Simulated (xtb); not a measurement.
xtb input (GFN-FF):

```bash
xtb mol.xyz --gfnff --opt tight --chrg 0 --uhf 0
```
mol.xyz:
```
20

C      2.53879028     0.08532159    -0.51387535
C      1.10103950     0.49694539    -0.82097064
C      0.03317775    -0.19975854     0.03305674
C      0.18049102     0.14229464     1.51662993
C     -1.36727683     0.14111982    -0.49383678
C     -2.50614593    -0.64194228     0.15474620
H      2.84119904     0.37438481     0.49355764
H      3.23601578     0.55433410    -1.21057928
H      2.66236686    -0.99735857    -0.59968732
H      0.99614118     1.58129610    -0.70106427
H      0.89052989     0.28701218    -1.87414928
H      0.17424241    -1.28299074    -0.08080948
H      1.16464657    -0.13131310     1.89750383
H     -0.55777406    -0.37961243     2.12578175
H      0.04679934     1.21651343     1.67632338
H     -1.38287680    -0.04071575    -1.57284742
H     -1.54060523     1.21560584    -0.36486114
H     -2.34187653    -1.71875627     0.06354107
H     -2.60930702    -0.41134487     1.21593066
H     -3.45995611    -0.41093844    -0.32314069
```

Output:

```
           -------------------------------------------------
          |                Calculation Setup                |
           -------------------------------------------------

          ==================== Thresholds ====================
          CN  :   150.00000
          rep :   500.00000
          disp:  2500.00000
          HB1 :   250.00000
          HB2 :   450.00000

          Pauling EN used:
          Z : 1  EN :  2.20
          Z : 6  EN :  2.55
          electric field strengths (au): 0.000

           -------------------------------------------------
          |           Force Field Initialization            |
           -------------------------------------------------

          distances ...
          ----------------------------------------
          generating topology and atomic info file ...
          pair mat ...
          computing topology distances matrix with Floyd-Warshall algo ...
          making topology EEQ charges ...
          #fragments for EEQ constrain: 1
          ----------------------------------------
          generating topology and atomic info file ...
          pair mat ...
          computing topology distances matrix with Floyd-Warshall algo ...
          making topology EEQ charges ...
          #fragments for EEQ constrain: 1
          rings ...
          # BATM   180
          # H in HB   0

  atom   neighbors  erfCN metchar sp-hybrid imet pi  qest     coordinates
    1  C       4    3.48   0.00         3    0    0  -0.056    4.797618    0.161234   -0.971084
    2  C       4    3.49   0.00         3    0    0  -0.039    2.080663    0.939091   -1.551410
    3  C       4    3.48   0.00         3    0    0  -0.022    0.062697   -0.377489    0.062468
    4  C       4    3.49   0.00         3    0    0  -0.056    0.341079    0.268898    2.866015
    5  C       4    3.49   0.00         3    0    0  -0.039   -2.583779    0.266678   -0.933216
    6  C       4    3.48   0.00         3    0    0  -0.056   -4.735929   -1.213095    0.292428
    7  H       1    0.97   0.00         0    0    0   0.019    5.369088    0.707485    0.932689
    8  H       1    0.97   0.00         0    0    0   0.019    6.115184    1.047540   -2.287663
    9  H       1    0.97   0.00         0    0    0   0.019    5.031144   -1.884735   -1.133245
   10  H       1    0.97   0.00         0    0    0   0.019    1.882434    2.988217   -1.324819
   11  H       1    0.97   0.00         0    0    0   0.019    1.682858    0.542374   -3.541629
   12  H       1    0.97   0.01         0    0    0   0.018    0.329270   -2.424501   -0.152708
   13  H       1    0.97   0.00         0    0    0   0.020    2.200863   -0.248146    3.585763
   14  H       1    0.97   0.00         0    0    0   0.020   -1.054040   -0.717364    4.017145
   15  H       1    0.97   0.00         0    0    0   0.020    0.088438    2.298877    3.167792
   16  H       1    0.97   0.00         0    0    0   0.019   -2.613258   -0.076942   -2.972251
   17  H       1    0.97   0.00         0    0    0   0.019   -2.911322    2.297162   -0.689488
   18  H       1    0.97   0.00         0    0    0   0.019   -4.425505   -3.247979    0.120075
   19  H       1    0.97   0.00         0    0    0   0.019   -4.930876   -0.777329    2.297776
   20  H       1    0.97   0.00         0    0    0   0.019   -6.538369   -0.776561   -0.610647

          #atoms :   20
[...]
 C  H  Rav=1.0942 sigma=0.0038  Rmin=1.0907  Rmax=1.1036    14
 C  C  Rav=1.5314 sigma=0.0098  Rmin=1.5210  Rmax=1.5428     5

 selected bond angles (degree)
 --------------------
H7-C1-C2=111.73                H8-C1-C2=111.94                H8-C1-H7=107.07                H9-C1-C2=111.20
H9-C1-H7=107.23                H9-C1-H8=107.41                C3-C2-C1=113.87                H10-C2-C1=110.29
H10-C2-C3=108.67               H11-C2-C1=109.61               H11-C2-C3=108.98               H11-C2-H10=105.04
C4-C3-C2=111.48                C5-C3-C2=110.51                C5-C3-C4=111.49                H12-C3-C2=107.48
H12-C3-C4=108.21               H12-C3-C5=107.48               H13-C4-C3=111.87               H14-C4-C3=111.87
H14-C4-H13=107.14              H15-C4-C3=110.64               H15-C4-H13=107.54              H15-C4-H14=107.54
C6-C5-C3=113.87                H16-C5-C3=108.97               H16-C5-C6=109.61               H17-C5-C3=108.67
H17-C5-C6=110.28               H17-C5-H16=105.05              H18-C6-C5=111.20               H19-C6-C5=111.73
H19-C6-H18=107.23              H20-C6-C5=111.94               H20-C6-H18=107.41              H20-C6-H19=107.07

 selected dihedral angles (degree)
 ---------------------------------
C3-C2-C1-H7=296.83            C3-C2-C1-H8=176.75            C3-C2-C1-H9= 56.60            H10-C2-C1-H7= 59.29
H10-C2-C1-H8=299.21           H10-C2-C1-H9=179.06           H11-C2-C1-H7=174.47           H11-C2-C1-H8= 54.39
H11-C2-C1-H9=294.24           C4-C3-C2-C1= 64.35            C4-C3-C2-H10=301.00           C4-C3-C2-H11=187.05
C5-C3-C2-C1=188.92            C5-C3-C2-H10= 65.58           C5-C3-C2-H11=311.63           H12-C3-C2-C1=305.92
H12-C3-C2-H10=182.58          H12-C3-C2-H11= 68.63          H13-C4-C3-C2=302.14           H13-C4-C3-C5=178.12
H13-C4-C3-H12= 60.13          H14-C4-C3-C2=181.92           H14-C4-C3-C5= 57.89           H14-C4-C3-H12=299.91
H15-C4-C3-C2= 62.03           H15-C4-C3-C5=298.01           H15-C4-C3-H12=180.02          C6-C5-C3-C2=171.23
C6-C5-C3-C4=295.80            C6-C5-C3-H12= 54.23           H16-C5-C3-C2= 48.53           H16-C5-C3-C4=173.10
H16-C5-C3-H12=291.52          H17-C5-C3-C2=294.57           H17-C5-C3-C4= 59.15           H17-C5-C3-H12=177.57
H18-C6-C5-C3=303.52           H18-C6-C5-H16= 65.87          H18-C6-C5-H17=181.05          H19-C6-C5-C3= 63.29
H19-C6-C5-H16=185.64          H19-C6-C5-H17=300.83          H20-C6-C5-C3=183.37           H20-C6-C5-H16=305.72
H20-C6-C5-H17= 60.91
           -------------------------------------------------
          |                Final Singlepoint                |
           -------------------------------------------------
         :::::::::::::::::::::::::::::::::::::::::::::::::::::
         ::                     SUMMARY                     ::
         :::::::::::::::::::::::::::::::::::::::::::::::::::::
         :: total energy              -2.849085182785 Eh    ::
         :: gradient norm              0.000082988396 Eh/a0 ::
         ::.................................................::
         :: bond energy               -2.994962933654 Eh    ::
         :: angle energy               0.002500580322 Eh    ::
         :: torsion energy            -0.000413304243 Eh    ::
         :: repulsion energy           0.161288271956 Eh    ::
         :: electrostat energy        -0.005910902574 Eh    ::
         :: dispersion energy         -0.010907515846 Eh    ::
         :: HB energy                  0.000000000000 Eh    ::
         :: XB energy                  0.000000000000 Eh    ::
         :: bonded atm energy         -0.000679378745 Eh    ::
         :: external energy            0.000000000000 Eh    ::
         :: add. restraining           0.000000000000 Eh    ::
         :: total charge               0.000000000000 e     ::
         :::::::::::::::::::::::::::::::::::::::::::::::::::::

           -------------------------------------------------
          |                Property Printout                |
           -------------------------------------------------

molecular dipole:
                 x           y           z       tot (Debye)
 q only:        0.003       0.000       0.022       0.056
           -------------------------------------------------
          |                Geometry Summary                 |
           -------------------------------------------------

      molecular mass/u    :       86.1755859
   center of mass at/Å    :       -0.0019374       0.0030347      -0.0114574
  moments of inertia/u·Å² :        0.7715192E+02   0.2720084E+03   0.3152214E+03
rotational constants/cm⁻¹ :        0.2184992E+00   0.6197467E-01   0.5347871E-01

 * 17 selected distances

     #   Z          #   Z                                           value/Å
     1   6 C        2   6 C                                       1.5209639
     3   6 C        4   6 C                                       1.5296599 (max)
     5   6 C        6   6 C                                       1.5209680
     1   6 C        7   1 H                                       1.0914107
     1   6 C        8   1 H                                       1.0929652
     1   6 C        9   1 H                                       1.0920103
     2   6 C       10   1 H                                       1.0971758
     2   6 C       11   1 H                                       1.0981777
     3   6 C       12   1 H                                       1.1035896
     4   6 C       13   1 H                                       1.0907894
     4   6 C       14   1 H                                       1.0907937
     4   6 C       15   1 H                                       1.0906843 (min)
     5   6 C       16   1 H                                       1.0981796
     5   6 C       17   1 H                                       1.0971704
     6   6 C       18   1 H                                       1.0920063
     6   6 C       19   1 H                                       1.0914199
     6   6 C       20   1 H                                       1.0929664

 * 2 distinct bonds (by element types)

   Z      Z             #   av. dist./Å        max./Å        min./Å
   1 H    6 C          14     1.0942385     1.1035896     1.0906843
   6 C    6 C           3     1.5238639     1.5296599     1.5209639

optimized geometry written to: xtbopt.xyz

           -------------------------------------------------
          | TOTAL ENERGY               -2.849085182785 Eh   |
          | GRADIENT NORM               0.000082988396 Eh/α |
           -------------------------------------------------
########################################################################
[WARNING] Runtime exception occurred
-1- gfnff_setup: Could not read topology file.
########################################################################

------------------------------------------------------------------------
------------------------------------------------------------------------
 total:
Note: The following floating-point exceptions are signalling: IEEE_UNDERFLOW_FLAG IEEE_DENORMAL
normal termination of xtb
 SCF:
 ANC optimizer:
```
